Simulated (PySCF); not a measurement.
Species: C₂H₁₁NSi₂.
SMILES: `CC[Si@@H](N)[SiH3]`

Computed with PySCF at CAM-B3LYP/def2-SVPD, non-relativistic, on one gas-phase PBE0-D3(BJ)/def2-SVP geometry that isn't relaxed in the solvent. The solvent is an IEF-PCM continuum (cavity from Bondi-type radii × 1.2), and excitations are vertical TDDFT with non-equilibrium linear response and a frozen core. The model holds no explicit solvent molecules, cavitation or dispersion.

Gas-phase singlets (H = HOMO, L = LUMO):

```json
{"state": "S1", "E (eV)": "6.215", "λ (nm)": "199", "f": "0.008", "leading configurations": "H→L 87%"}
{"state": "S2", "E (eV)": "6.965", "λ (nm)": "178", "f": "0.007", "leading configurations": "H→L+2 42%, H-1→L 28%"}
{"state": "S3", "E (eV)": "7.106", "λ (nm)": "174", "f": "0.071", "leading configurations": "H-1→L 46%, H→L+2 28%, H→L+3 9%"}
{"state": "S4", "E (eV)": "7.354", "λ (nm)": "169", "f": "0.013", "leading configurations": "H→L+1 58%, H-1→L+1 9%, H-1→L 8%"}
{"state": "S5", "E (eV)": "7.468", "λ (nm)": "166", "f": "0.059", "leading configurations": "H-1→L+2 52%, H-1→L+1 12%, H-1→L+3 9%"}
```

Task: Give the list for benzene (ε = 2.271), n² = 2.25.

Result: 
```csv
state,E (eV),λ (nm),f,leading configurations,change by rank (eV)
S1,6.265,198,0.011,H→L 87%,+0.050
S2,6.965,178,0.015,"H→L+2 59%, H-1→L 18%",0.000
S3,7.088,175,0.128,"H-1→L 53%, H→L+2 18%",-0.018
S4,7.351,169,0.019,"H→L+1 58%, H-1→L 10%",-0.003
S5,7.432,167,0.090,"H-1→L+2 61%, H-1→L+3 10%, H→L+2 9%",-0.036
```

Task: The ground-state energy changes by -0.063 eV from gas to benzene. By how much does the total energy of gas-phase S1 change?

Result: E(S1) = E(S0) + excitation energy, so it changes by -0.063 + 0.050 = -0.013 eV: it is lowered less than the ground state, which is what a blue shift means. This is the vertical state, with the slow part of the continuum still set for S0.

Task: How do the frontier levels move from gas to benzene?

Result: 
```csv
orbital,gas (eV),solvent (eV),change (eV)
LUMO+2,1.42,1.49,+0.07
LUMO+1,1.38,1.42,+0.04
LUMO,0.91,1.04,+0.13
HOMO,-8.68,-8.62,+0.06
HOMO-1,-9.15,-9.08,+0.07
HOMO-2,-10.22,-10.14,+0.08
HOMO-3,-10.95,-10.93,+0.02
```

The HOMO–LUMO gap goes from 9.60 to 9.67 eV.

Hardware: an Arm Neoverse N1 with one thread, on a shared host. Cost: 52 s of wall time, 0.96 GiB resident at most. This is the whole response run at CAM-B3LYP/def2-SVPD in benzene, SCF included.

Conformer computed: `[CH3:1][CH2:2][Si@@H:3]([NH2:4])[SiH3:5]`: C1–C2–Si3–N4 60°, H–N4–Si3–C2 -59°, H–N4–Si3–C2 165°.
